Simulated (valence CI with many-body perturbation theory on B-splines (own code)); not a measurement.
Hyperfine factors and g values of Eu XLIII

Calculated by configuration interaction combined with many-body perturbation theory (CI+MBPT): three valence electrons over a frozen Dirac-Fock core [Ar], radial functions for each j: 7 s, 7 p, 8 d, 6 f, 4 g, 1 h, with the one-electron correlation potential Σ1 (screened to all orders), the two-electron term Σ2, the three-electron term Σ3, Breit, model QED; selected single and double excitations, second order for the rest, scaled by the run's own slope (own B-spline code, finite nucleus).

No measured spectrum was set against this ion. As an estimate, large intervals hold to a few tenths of a per cent, small ones and those within an open d or f shell to about a per cent. Only levels of the ground parity were solved; by the run's estimate the other parity begins above the list, which can be wrong where configurations are misplaced.

A/g_I is the dipole constant over the nuclear g factor μ/I (μ in nuclear magnetons, uniformly magnetised nucleus), B/Q the quadrupole constant per barn. Both hold the static response of the core; the bare values leave it out. Large factors of s and p1/2 electrons are usually good to 5 to 10 %; those of open d and f shells near neutrality can be off by tens of per cent, and small factors of p3/2, d and f electrons come from cancelling terms and can be off by a factor of two or in sign, in half-filled shells by more. B is blank for J = 1/2, where it vanishes, and for nearly pure S terms. Energies count from the lowest level.

Levels are named by their leading jj configuration (3d3/2^4 stands for four electrons in 3d with j = 3/2), which in mixed levels can hold well under half, so a name can repeat and another be missing. Letters in brackets count levels of one name in rising energy.

```csv
Level,E (cm⁻¹),g,A/g_I (MHz),A/g_I bare,B/Q (MHz/b),B/Q bare
(3d3/2^3) J=3/2,0,0.669,59500,58900,-31700,-32200
(3d3/2^2 3d5/2) J=5/2 [a],221950,1.047,33800,33900,-17100,-17400
(3d3/2^2 3d5/2) J=3/2,267760,1.207,27000,27400,-9510,-9650
(3d3/2^2 3d5/2) J=7/2,284320,1.061,35800,36000,9920,10100
(3d3/2^2 3d5/2) J=9/2,291240,1.057,37400,37600,37500,38000
(3d3/2^2 3d5/2) J=1/2,300590,1.861,-26100,-24500,,
(3d3/2^2 3d5/2) J=5/2 [b],434920,1.331,19500,20100,51200,51900
(3d3/2 3d5/2^2) J=7/2 [a],505920,1.086,28800,29000,465,468
(3d3/2 3d5/2^2) J=9/2,531790,1.133,28800,29100,14000,14100
(3d3/2 3d5/2^2) J=3/2 [a],565700,1.130,32100,32300,-35400,-36000
(3d3/2 3d5/2^2) J=1/2,584080,1.460,-9520,-8600,,
(3d3/2 3d5/2^2) J=11/2,597380,1.083,32400,32600,75300,76400
(3d3/2 3d5/2^2) J=5/2 [a],607220,1.208,14100,14600,47400,48100
(3d3/2 3d5/2^2) J=5/2 [b],646440,1.109,33000,33300,-13400,-13600
(3d3/2 3d5/2^2) J=7/2 [b],660530,1.100,32900,33200,15400,15700
(3d3/2 3d5/2^2) J=3/2 [b],769030,0.996,46700,46700,37600,38100
(3d5/2^3) J=9/2,811390,1.140,24100,24400,9510,9660
(3d5/2^3) J=3/2,914620,1.024,30900,31000,13200,13400
(3d5/2^3) J=5/2,975970,1.152,24200,24500,9490,9640
```

(1) Take the isotope of mass number 151, with I = 5/2, μ = 3.4635 μN and Q = 0.903 b. What is the hyperfine structure of (3d3/2^2 3d5/2) J=5/2 [a]?

## Answers

(1) From the table A = 46800 MHz, B = -15400 MHz. Shifts from the centre of gravity in MHz: F = 0: -420000, F = 1: -370000, F = 2: -270000, F = 3: -124000, F = 4: 63900, F = 5: 289000.
